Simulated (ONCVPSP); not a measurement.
**What one change does to a pseudopotential (Sb, ONCV)**

ONCVPSP 4.0.1 input, shortened (lines: element, Z, core and valence counts, functional; n l f; lmax; l rc ep ncon nbas qcut; lloc lpopt rc5 dvloc0; l nproj debl; icmod fcfact rcfact), PBE, scalar-relativistic:

```
  Sb 51.00    6    5        4      upf
    1    0    2.00
    2    0    2.00
    2    1    6.00
    3    0    2.00
    3    1    6.00
    3    2   10.00
    4    0    2.00
    4    1    6.00
    4    2   10.00
    5    0    2.00
    5    1    3.00
    3
    0    1.30    0.00    4    7   12.20
    1    1.30    0.00    3    7   10.20
    2    0.95    0.00    4    7    8.70
    3    1.35    0.17    4    9    8.50
    4    5    0.90    0.00
    0    2    2.40
    1    2    2.10
    2    2    0.40
    3    1    1.40
    2    0.55    0.90
```

In the d channel the program set the typed energies aside and used -1.231, 0.250 Ha.

All-electron outer shells of the reference configuration (PBE, scalar-relativistic, ld1.x):

```json
{"shell": "3p", "level (eV)": "-750.40", "outermost node (bohr)": "0.13", "outermost maximum (bohr)": "0.29"}
{"shell": "3d", "level (eV)": "-515.87", "outermost node (bohr)": "–", "outermost maximum (bohr)": "0.24"}
{"shell": "4s", "level (eV)": "-148.83", "outermost node (bohr)": "0.39", "outermost maximum (bohr)": "0.73"}
{"shell": "4p", "level (eV)": "-101.79", "outermost node (bohr)": "0.39", "outermost maximum (bohr)": "0.76"}
{"shell": "4d", "level (eV)": "-33.51", "outermost node (bohr)": "0.38", "outermost maximum (bohr)": "0.84"}
{"shell": "5s", "level (eV)": "-12.83", "outermost node (bohr)": "0.95", "outermost maximum (bohr)": "1.90"}
{"shell": "5p", "level (eV)": "-4.83", "outermost node (bohr)": "1.04", "outermost maximum (bohr)": "2.35"}
```

Change: d: rc 1.24.

Cutoffs: the cutoffs (Ha) at which the residual kinetic energy of the hardest occupied pseudo-wave falls to 1 and 0.1 mHa per electron; they do not see the model core or the augmentation charge, which bear on the density cutoff. Errors are all-electron minus pseudo energies relative to the spin-unpolarised reference configuration.

Task: How do hardness, ghosts and transferability respond?

Result: The potential gets softer (86 Ha and 177 Ha → 55 Ha and 107 Ha); of the 4 tests that both files solve, the error grows in 1 and shrinks in 0 by more than 15 % and 0.3 meV (median size 8.4 → 8.6 meV); neither file shows a bound ghost. A larger radius leaves more room for a smooth pseudo-wave, so fewer plane waves are needed.

| quantity | base | changed |
| --- | --- | --- |
| cutoff, loose | 86 Ha | 55 Ha |
| cutoff, tight | 177 Ha | 107 Ha |
| loose cutoff by channel | s 48 Ha, p 24 Ha, d 86 Ha | s 48 Ha, p 24 Ha, d 55 Ha |
| bound ghosts | none | none |
| GHOST(+) flags under 300 eV | s at 281.2 eV | s at 281.2 eV |
| error for 4s2 4p6 4d10 5s2 5p2, meV [ΔE 8.32 eV] | -1.6 | -1.6 |
| error for 4s2 4p6 4d10 5s2 5p1, meV [ΔE 24.29 eV] | -5.2 | -5.3 |
| error for 4s2 4p6 4d10 5s2 5p0, meV [ΔE 48.70 eV] | -12 | -12 |
| error for 4s1 4p6 4d10 5s2 5p3, meV [ΔE 157.45 eV] | -124 | -145 |
| s: phases at 1.32 bohr within 0.05 rad from the reference energy up to (Ha; the scan ends near 5) | to the end of the scan | to the end of the scan |
| p: phases at 1.32 bohr within 0.05 rad from the reference energy up to (Ha; the scan ends near 5) | to the end of the scan | to the end of the scan |
| f: phases at 1.37 bohr within 0.05 rad from the reference energy up to (Ha; the scan ends near 5) | 3.4 | 3.4 |
| rms error of d²Exc/dni dnj with the model core, mHa | 0.52 | 0.52 |
